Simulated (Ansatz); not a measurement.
CH$_{6}$InNOS (`C[O][In]([NH2])[SH]`). Charge 0, multiplicity 1. In: def2 effective core potential.

```tsv
atom	x (Å)	y (Å)	z (Å)
C1	-0.1994	0.6516	-1.8966
O2	-0.3323	-0.4478	-1.0400
In3	0.0615	-0.3220	0.9004
N4	-0.3559	-1.9644	1.9772
S5	0.7690	1.7869	1.7351
H6	-0.4646	0.3380	-2.9123
H7	0.8277	1.0436	-1.9352
H8	-0.8645	1.4856	-1.6290
H9	-0.3378	-2.8296	1.4551
H10	0.1654	-2.0842	2.8338
H11	0.7310	2.3423	0.5115
```

Task: What are the harmonic wavenumbers in cm⁻¹ at PBE0-D4/def2-TZVP (Ansatz, finite differences of forces, unscaled)? (Best estimate.)

Result: Ansatz gave: 48, 77, 90, 98, 142, 204, 228, 260, 349, 441, 533, 624, 674, 801, 1124, 1175, 1189, 1475, 1492, 1494, 1553, 2707, 2970, 3017, 3064, 3563, 3666.

Task: Is this a minimum?

Result: Yes, all 27 modes are real.

Task: Give the ideal-gas thermochemistry at 298.15 K and 1 bar (rigid rotor, harmonic oscillator; point group C1, symmetry number 1).

Result: Zero-point energy 197.7 kJ/mol; H(298) − E = 224.9 kJ/mol; entropy 411.2 J/(mol·K), of which translation 174.6, rotation 118.8, vibration 117.8; G(298) − E = 102.3 kJ/mol. Modes under 100 cm⁻¹ are hindered rotations or soft bends, so the harmonic entropy is rough.

Task: And at 400, 500, 600, 800 and 1000 K?

Result: 
| T (K) | H − E (kJ/mol) | S (J/mol/K) | G − E (kJ/mol) |
| --- | --- | --- | --- |
| 400 | 238.9 | 451.3 | 58.3 |
| 500 | 254.0 | 485.0 | 11.5 |
| 600 | 270.4 | 514.9 | -38.5 |
| 800 | 306.1 | 566.1 | -146.8 |
| 1000 | 344.9 | 609.3 | -264.4 |
